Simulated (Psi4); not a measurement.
C3H8AlFO2 (SMILES CC(C)[O][Al]([OH])[F]), singlet, at a GFN2-xTB geometry (such geometries of metal compounds can be far from the true shape), atoms displaced at random by about 0.03 Å a coordinate; PBE0/STO-3G, gradient (Psi4 1.11).

Here is a job for Psi4.
```
memory 2 GB

molecule {
0 1
  Al   -0.23478723    0.66717958    1.02113955
  F    -1.80650340    0.14538429    1.38452223
  O     0.43681821    1.90128204    1.89105413
  H     0.31766855    2.55690454    2.62251689
  O     0.72920167    0.00898564   -0.20504884
  C     0.84200876   -0.86299452   -1.27717492
  C     0.39183590   -0.15695642   -2.54317109
  C     0.00470742   -2.10651266   -1.03982506
  H     1.88680096   -1.16131448   -1.35314175
  H    -0.76032831    0.10739277   -2.47248757
  H     0.51338869   -0.78304708   -3.44710330
  H     0.94001654    0.73678795   -2.66949181
  H     0.36964148   -2.50970763   -0.08598193
  H    -1.07080963   -1.86633405   -0.93970484
  H     0.16018326   -2.84050910   -1.87867465
symmetry c1
no_reorient
no_com
}

set basis sto-3g

gradient('pbe0')
print_variables()
```

The log (banner, timings and long lists left out):

```
gradient() will perform analytic gradient computation.

   => Loading Basis Set <=

    Name: STO-3G
    Role: ORBITAL
    Keyword: BASIS

         ---------------------------------------------------------
                                   SCF
               by Justin Turney, Rob Parrish, Andy Simmonett
                          and Daniel G. A. Smith
                              RKS Reference
         ---------------------------------------------------------

  ==> Geometry <==

    Molecular point group: c1
    Full point group: C1

    Geometry (in Angstrom), charge = 0, multiplicity = 1:

       Center              X                  Y                   Z               Mass
    ------------   -----------------  -----------------  -----------------  -----------------
         AL          -0.234787230000     0.667179580000     1.021139550000    26.981538530000
         F           -1.806503400000     0.145384290000     1.384522230000    18.998403162730
         O            0.436818210000     1.901282040000     1.891054130000    15.994914619570
         H            0.317668550000     2.556904540000     2.622516890000     1.007825032230
         O            0.729201670000     0.008985640000    -0.205048840000    15.994914619570
         C            0.842008760000    -0.862994520000    -1.277174920000    12.000000000000
         C            0.391835900000    -0.156956420000    -2.543171090000    12.000000000000
         C            0.004707420000    -2.106512660000    -1.039825060000    12.000000000000
         H            1.886800960000    -1.161314480000    -1.353141750000     1.007825032230
         H           -0.760328310000     0.107392770000    -2.472487570000     1.007825032230
         H            0.513388690000    -0.783047080000    -3.447103300000     1.007825032230
         H            0.940016540000     0.736787950000    -2.669491810000     1.007825032230
         H            0.369641480000    -2.509707630000    -0.085981930000     1.007825032230
         H           -1.070809630000    -1.866334050000    -0.939704840000     1.007825032230
         H            0.160183260000    -2.840509100000    -1.878674650000     1.007825032230

  Running in c1 symmetry.

  Rotational constants: A =      0.11785  B =      0.04048  C =      0.03463 [cm^-1]
  Rotational constants: A =   3533.15170  B =   1213.58852  C =   1038.29015 [MHz]
  Nuclear repulsion =  378.830495848908583

  Charge       = 0
  Multiplicity = 1
  Electrons    = 64
  Nalpha       = 32
  Nbeta        = 32

  ==> Algorithm <==

  SCF Algorithm Type is DF.
  DIIS enabled.
  MOM disabled.
  Fractional occupation disabled.
  Guess Type is SAD.
  Energy threshold   = 1.00e-08
  Density threshold  = 1.00e-08
  Integral threshold = 1.00e-12

  ==> Primary Basis <==

  Basis Set: STO-3G
    Blend: STO-3G
    Number of shells: 31
    Number of basis functions: 47
    Number of Cartesian functions: 47
    Spherical Harmonics?: true
    Max angular momentum: 1

  ==> DFT Potential <==

   => LibXC <=

    Version 7.1.2
    S. Lehtola, C. Steigemann, M. J. T. Oliveira, and M. A. L. Marques,  SoftwareX 7, 1–5 (2018) (10.1016/j.softx.2017.11.002)

   => Composite Functional: PBE0 <=

    PBE0 Hyb-GGA Exchange-Correlation Functional

    C. Adamo and V. Barone,  J. Chem. Phys. 110, 6158 (1999) (10.1063/1.478522)
    M. Ernzerhof and G. E. Scuseria,  J. Chem. Phys. 110, 5029 (1999) (10.1063/1.478401)

    Deriv               =              1
    GGA                 =           TRUE
    Meta                =          FALSE

    Exchange Hybrid     =           TRUE
    MP2 Hybrid          =          FALSE

   => Exchange Functionals <=

    0.7500   Perdew, Burke & Ernzerhof

   => Exact (HF) Exchange <=

    0.2500               HF

   => Correlation Functionals <=

    1.0000   Perdew, Burke & Ernzerhof

   => LibXC Density Thresholds  <==

    XC_HYB_GGA_XC_PBEH:  1.00E-15

   => Molecular Quadrature <=

    Radial Scheme          =       TREUTLER
    Pruning Scheme         =           NONE
    Nuclear Scheme         =       TREUTLER

    Blocking Scheme        =         OCTREE
    BS radius alpha        =              1
    Pruning alpha          =              1
    Radial Points          =             75
    Spherical Points       =            302
    Total Points           =         316598
    Total Blocks           =           2405
    Max Points             =            256
    Max Functions          =             43
    Weights Tolerance      =       1.00E-15

   => Loading Basis Set <=

    Name: (STO-3G AUX)
    Role: JKFIT
    Keyword: DF_BASIS_SCF

  ==> Integral Setup <==

  SCF_SUBTYPE=INCORE selected. In-core MEM_DF algorithm will be used.
  Using in-core AOs.

  ==> MemDFJK: Density-Fitted J/K Matrices <==

    J tasked:                   Yes
    K tasked:                   Yes
    wK tasked:                   No
    Algorithm:                 Core
    Schwarz Cutoff:           1E-12
    Mask sparsity (%):       3.8026
    Fitting Condition:        1E-10

   => Auxiliary Basis Set <=

  Basis Set: (STO-3G AUX)
    Blend: DEF2-UNIVERSAL-JKFIT
    Number of shells: 236
    Number of basis functions: 728
    Number of Cartesian functions: 861
    Spherical Harmonics?: true
    Max angular momentum: 4

  Minimum eigenvalue in the overlap matrix is 2.0528306511E-01.
  Reciprocal condition number of the overlap matrix is 8.2078650534E-02.
    Using symmetric orthogonalization.

  ==> Pre-Iterations <==

  SCF Guess: Superposition of Atomic Densities via on-the-fly atomic UHF (no occupation information).

   -------------------------
    Irrep   Nso     Nmo
   -------------------------
     A         47      47
   -------------------------
    Total      47      47
   -------------------------

  ==> Iterations <==

                           Total Energy        Delta E     RMS |[F,P]|

   @DF-RKS iter SAD:  -599.99893819584895   -5.99999e+02   0.00000e+00
[...]
  @DF-RKS Final Energy:  -603.58017402072380
    Total Energy =                       -603.5801740207238026
[...]
 Magnitude           :                                                    0.2408385

 ------------------------------------------------------------------------------------

         ------------------------------------------------------------
                                   SCF GRAD
                          Rob Parrish, Justin Turney,
                       Andy Simmonett, and Alex Sokolov
         ------------------------------------------------------------

  ==> Geometry <==

    Molecular point group: c1
    Full point group: C1

    Geometry (in Angstrom), charge = 0, multiplicity = 1:

       Center              X                  Y                   Z               Mass
    ------------   -----------------  -----------------  -----------------  -----------------
         AL          -0.234787230000     0.667179580000     1.021139550000    26.981538530000
         F           -1.806503400000     0.145384290000     1.384522230000    18.998403162730
         O            0.436818210000     1.901282040000     1.891054130000    15.994914619570
         H            0.317668550000     2.556904540000     2.622516890000     1.007825032230
         O            0.729201670000     0.008985640000    -0.205048840000    15.994914619570
         C            0.842008760000    -0.862994520000    -1.277174920000    12.000000000000
         C            0.391835900000    -0.156956420000    -2.543171090000    12.000000000000
         C            0.004707420000    -2.106512660000    -1.039825060000    12.000000000000
         H            1.886800960000    -1.161314480000    -1.353141750000     1.007825032230
         H           -0.760328310000     0.107392770000    -2.472487570000     1.007825032230
         H            0.513388690000    -0.783047080000    -3.447103300000     1.007825032230
         H            0.940016540000     0.736787950000    -2.669491810000     1.007825032230
         H            0.369641480000    -2.509707630000    -0.085981930000     1.007825032230
         H           -1.070809630000    -1.866334050000    -0.939704840000     1.007825032230
         H            0.160183260000    -2.840509100000    -1.878674650000     1.007825032230

  Nuclear repulsion =  378.830495848908583

  ==> Basis Set <==

  Basis Set: STO-3G
    Blend: STO-3G
    Number of shells: 31
    Number of basis functions: 47
    Number of Cartesian functions: 47
    Spherical Harmonics?: true
    Max angular momentum: 1

  ==> DFJKGrad: Density-Fitted SCF Gradients <==

    Gradient:                    1
    J tasked:                  Yes
    K tasked:                  Yes
    wK tasked:                  No
    Integrals threads:           1
    Schwarz Cutoff:          1E-12
    Fitting Condition:       1E-10

   => Auxiliary Basis Set <=

  Basis Set: (STO-3G AUX)
    Blend: DEF2-UNIVERSAL-JKFIT
    Number of shells: 236
    Number of basis functions: 728
    Number of Cartesian functions: 861
    Spherical Harmonics?: true
    Max angular momentum: 4

  ==> DFT Potential <==

   => LibXC <=

    Version 7.1.2
    S. Lehtola, C. Steigemann, M. J. T. Oliveira, and M. A. L. Marques,  SoftwareX 7, 1–5 (2018) (10.1016/j.softx.2017.11.002)

   => Composite Functional: PBE0 <=

    PBE0 Hyb-GGA Exchange-Correlation Functional

    C. Adamo and V. Barone,  J. Chem. Phys. 110, 6158 (1999) (10.1063/1.478522)
    M. Ernzerhof and G. E. Scuseria,  J. Chem. Phys. 110, 5029 (1999) (10.1063/1.478401)

    Deriv               =              1
    GGA                 =           TRUE
    Meta                =          FALSE

    Exchange Hybrid     =           TRUE
    MP2 Hybrid          =          FALSE

   => Exchange Functionals <=

    0.7500   Perdew, Burke & Ernzerhof

   => Exact (HF) Exchange <=

    0.2500               HF

   => Correlation Functionals <=

    1.0000   Perdew, Burke & Ernzerhof

   => LibXC Density Thresholds  <==

    XC_HYB_GGA_XC_PBEH:  1.00E-15

   => Molecular Quadrature <=

    Radial Scheme          =       TREUTLER
    Pruning Scheme         =           NONE
    Nuclear Scheme         =       TREUTLER

    Blocking Scheme        =         OCTREE
    BS radius alpha        =              1
    Pruning alpha          =              1
    Radial Points          =             75
    Spherical Points       =            302
    Total Points           =         316598
    Total Blocks           =           2405
    Max Points             =            256
    Max Functions          =             43
    Weights Tolerance      =       1.00E-15

  -Total Gradient:
     Atom            X                  Y                   Z
    ------   -----------------  -----------------  -----------------
       1        0.027890548108     0.012776886724     0.001078075321
       2       -0.036903955941    -0.010337850897     0.010003625566
       3       -0.022547904642     0.011926856760     0.024949355375
       4        0.018437338965     0.010390464686    -0.000424329048
       5       -0.004485367242    -0.045671960676    -0.053181584991
       6        0.026763410561    -0.011977146048    -0.015167369512
       7        0.075055194568     0.010971699858     0.028413532102
       8        0.005574005244     0.036104653162     0.008583212848
       9       -0.020540197820     0.007283064294     0.007913577144
      10       -0.055101762924     0.010817772577     0.002024096191
      11       -0.001050266575    -0.002786204224    -0.005837517442
      12       -0.017540618102    -0.033073515678     0.006490493137
      13        0.005696645178     0.011362761916     0.002134728393
      14       -0.007267121919     0.001405129061     0.002678788610
      15        0.005881431524    -0.009281211118    -0.019646970422

  Variable Map:
  ----------------------------------------------------------------------------
[...]
  Array Variable Map:
  ----------------------------------------------------------------------------
[...]
[...]
```
